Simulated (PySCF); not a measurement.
Ionisation energy of Cr⁺ by level of theory

Cr⁺ [Ar] 3d5 [3d3/2^4 3d5/2^1, M_J = 5/2] → Cr²⁺ [Ar] 3d4 [3d3/2^4, M_J = 0], as a difference of total energies. Calculation: PySCF 2.14, in x2c-TZVPPall-2c (6s7p4d2f1g, 70 functions); the two-component X2C-1e Hamiltonian. Correlated levels: [Ne] frozen; the 6 highest virtual spinors dropped. "Screened" scales the spin-orbit matrix elements by Boettger's factors to mimic the two-electron term; Breit and QED terms are absent.

| method | ionisation energy (eV) |
| --- | --- |
| GHF (spin-free) | 15.086 |
| GMP2 (spin-free) | 16.627 |
| GHF (screened spin-orbit) | 15.052 |
| GMP2 (screened spin-orbit) | 16.594 |

Question: How much does correlation contribute at GMP2 (screened spin-orbit)?

Answer: 16.594 − (15.052) = 1.542 eV, measured against GHF (screened spin-orbit).

Errors of the correlated levels include the incompleteness of this basis and the frozen core.

The labels give the starting determinants; with spin-orbit coupling the two ends relaxed to ⟨J²⟩ = 8.75, ⟨L²⟩ = 0.00, ⟨S²⟩ = 8.75 and ⟨J²⟩ = 3.94, ⟨L²⟩ = 6.00, ⟨S²⟩ = 6.00.

The determinant of Cr²⁺ mixes levels of different J (the jj label is only the starting occupation), so the difference between spin-free and spin-orbit rows is not the physical spin-orbit shift.

For comparison: 16.486 eV (measured; NIST Atomic Spectra Database, ionization energies).
